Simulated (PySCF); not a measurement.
## Basis and Hamiltonian dependence of the ionisation energy of Bi⁺

Bi⁺ [Xe] 4f14 5d10 6s2 6p2 (3P) → Bi²⁺ [Xe] 4f14 5d10 6s2 6p1 (2P). Calculated with PySCF 2.14 from differences of total energies of unrestricted determinants, without spin-orbit coupling. Values in eV.

| basis | Hamiltonian | functions | UHF | LDA | PBE0 | MP2 (valence) | CCSD(T) (valence) | CCSD(T) (valence and next inner shell) |
| --- | --- | --- | --- | --- | --- | --- | --- | --- |
| cc-pVDZ-PP with ECP60MDF | ECP | 23 | 15.307 | n/a | 15.826 | 15.495 | 15.528 | n/a |
| aug-cc-pVDZ-PP with ECP60MDF | ECP | 32 | 15.300 | 15.977 | 15.821 | 15.491 | 15.528 | n/a |
| aug-cc-pwCVDZ-PP with ECP60MDF | ECP | 48 | 15.299 | 15.969 | 15.814 | 15.508 | 15.546 | 15.606 |
| def2-TZVPPD with the def2 core potential (60 electrons) | ECP | 56 | 15.308 | 15.981 | 15.823 | 15.576 | 15.627 | 15.731 |
| aug-cc-pVTZ-PP with one added diffuse shell each of d, f type with ECP60MDF | ECP | 67 | 15.310 | 15.985 | 15.826 | 15.582 | 15.633 | n/a |
| def2-QZVPPD with the def2 core potential (60 electrons) | ECP | 88 | 15.308 | 15.978 | 15.821 | 15.610 | 15.659 | n/a |
| aug-cc-pVQZ-PP with ECP60MDF | ECP | 92 | 15.308 | 15.979 | 15.822 | 15.612 | 15.661 | n/a |
| ANO-RCC-VTZP | spin-free X2C | 93 | 15.355 | 16.044 | 15.876 | 15.632 | 15.681 | 15.857 |
| x2c-TZVPPall with one added diffuse shell each of s, p, d, f type | spin-free X2C | 99 | 15.349 | 16.031 | 15.875 | 15.613 | 15.664 | 15.765 |
| aug-cc-pVQZ-DK3 | spin-free X2C | 118 | 15.328 | n/a | n/a | 15.629 | 15.677 | n/a |
| aug-cc-pwCVTZ-DK3 with one added diffuse shell each of s, d, f type | spin-free X2C | 138 | 15.325 | n/a | n/a | n/a | n/a | n/a |
| aug-cc-pV5Z-PP with ECP60MDF | ECP | 139 | 15.307 | 15.978 | 15.821 | 15.624 | 15.668 | n/a |
| x2c-QZVPPall | spin-free X2C | 142 | 15.328 | 16.006 | 15.842 | 15.628 | n/a | n/a |
| aug-cc-pwCVQZ-PP with ECP60MDF | ECP | 169 | 15.306 | 15.977 | 15.820 | 15.616 | n/a | n/a |

Extrapolation of CCSD(T) (valence) from aug-cc-pVQZ-PP with ECP60MDF and aug-cc-pV5Z-PP with ECP60MDF: the correlation parts are 0.353 and 0.361 eV; with the X⁻³ form and unrounded values, (5³ × 0.361 − 4³ × 0.353)/(5³ − 4³) = 0.369 eV, and adding the Hartree-Fock value 15.307 eV of the larger basis gives 15.676 eV.

Frozen in the all-electron rows: valence and next inner shell: [Kr] 4d10 4f14; valence: [Xe] 4f14 5d10; with a core potential, the same shells as far as they lie outside it.

Spin-orbit coupling is strong in these open shells (close to jj coupling), so the scalar numbers refer to model states.

Between the lowest levels the reference is 16.703 eV (measured; NIST Atomic Spectra Database, ionization energies); it includes spin-orbit coupling, which these numbers lack.
